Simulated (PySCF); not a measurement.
## The Ga–Br bond energy of GaBr₃

Computed with PBE0 in PySCF with Ga def2-SVP, Br def2-SVP; no relativity; density-fitted integrals.

Each entry is the lowest minimum that a search over a few typed start shapes (and spin states, where more than one is plausible) found, or that minimum re-optimised at the stated level; isomers with ligand–ligand bonds, or fragments after loss of a ligand pair, can lie lower.

Total energies (Eh), which compare only within these settings: Br atom -2573.49923.

```csv
species,2S+1,group,E (Eh),ZPE (kJ/mol)
GaBr₂,2,C2v,-7071.53601,3.9
GaBr₃,1,D3h,-9645.17115,7.3
```

(1) What are De and D0 for GaBr₃ → GaBr₂ + Br?

Answers

(1) De = [(-7071.53601) + (-2573.49923) − (-9645.17115)] × 2625.5 = 357 kJ/mol. The zero-point energy changes by -3.4 kJ/mol, so D0 = 353 kJ/mol.

Atoms and open shells are unrestricted, without spin–orbit or basis-set superposition corrections.
